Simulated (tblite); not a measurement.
C3H10N2OSi2.
Geometry (GFN2-xTB, Å), atoms numbered from 1 in this order:
```xyz
18
C3H10N2OSi2 angstrom
C     -3.095   -0.102    1.280
N     -1.987   -0.515    0.857
C     -1.634   -0.511   -0.484
C     -2.448   -0.898   -1.469
O     -0.357   -0.187   -0.716
Si     0.751    0.137    0.447
N      2.099    0.548   -0.540
Si     3.699    0.916   -0.010
H     -3.868    0.349    0.654
H     -3.298   -0.192    2.337
H     -2.086   -0.979   -2.477
H     -3.464   -1.180   -1.272
H      0.986   -1.047    1.272
H      0.351    1.289    1.255
H      1.974    0.390   -1.526
H      4.397   -0.283    0.469
H      3.585    1.876    1.086
H      4.387    1.476   -1.174
```

Level: GFN2-xTB in tblite, geometry and Hessian alike; calculated harmonic values, unscaled, isolated species. This tight-binding method is rough: wavenumbers can miss measured ones by several per cent, in bad cases by 10 to 20. Modes of hydrogen on silicon can be 10 to 20 % off. One conformer, not necessarily the lowest.

Harmonic wavenumbers (cm⁻¹): 38.7, 46.1, 61.1, 80.7, 104.3, 145.6, 170.3, 201.7, 257.4, 273.2, 386.2, 421.9, 539.4, 578.0, 580.0, 616.3, 623.5, 680.5, 740.3, 746.4, 753.6, 755.8, 772.5, 801.1, 807.0, 816.4, 837.5, 911.3, 973.8, 997.8, 1031.8, 1147.9, 1186.2, 1269.4, 1372.0, 1415.5, 1648.1, 1723.9, 2209.2, 2238.1, 2250.1, 2270.8, 2285.3, 2911.0, 3069.8, 3136.3, 3173.9, 3481.0.

A = 4503, B = 575.1, C = 520.5 MHz; mass 146.033 u (most abundant isotopes); point group C1, symmetry number 1.

Q: What is the zero-point energy?

A: Half the sum of the wavenumbers: 26769 cm⁻¹ = 320.23 kJ/mol.

Q: Give the ideal-gas entropy at 200 K and 1 bar in the rigid-rotor, harmonic-oscillator model (classical rotation).

A: Translation 162.71, rotation 119.94, vibration 114.63: S = 397.3 J/(mol K).

Q: And Cp and H(200 K) − H(0)?

A: Cp = 140.26 J/(mol K), of which vibrations give 107.00 (their classical limit is 48 R = 399.1); H(200 K) − H(0) = 18.31 kJ/mol without the zero-point energy, 11.66 from vibrations.

Q: Blend soft modes into free rotors: weight 1/[1 + (100 cm⁻¹/ν̃)⁴] for the oscillator and the rest for a rotor with moment μB/(μ + B), μ = h/(8π²ν), B = 10⁻⁴⁴ kg m². What vibrational entropy results?

A: 102.38 J/(mol K) in place of 114.63, which changes −T·S at 200 K by +2.45 kJ/mol.

Q: Which modes carry the vibrational entropy at 200 K?

A: 38.7 cm⁻¹: 18.97; 46.1 cm⁻¹: 17.53; 61.1 cm⁻¹: 15.22; 80.7 cm⁻¹: 12.95; 104.3 cm⁻¹: 10.90; 145.6 cm⁻¹: 8.30 J/(mol K); the other 42 give 30.76 together.

Hindered rotation and anharmonicity are outside this model. Other conformers, if any are populated, would add a mixing term that is left out. The structure is chiral; the term R ln 2 for an equal mix with its mirror image is left out.

The run took 1.3 s of wall time on an Arm Neoverse N1 with one thread, on a shared host. This covers the Hessian and the dipole derivatives.
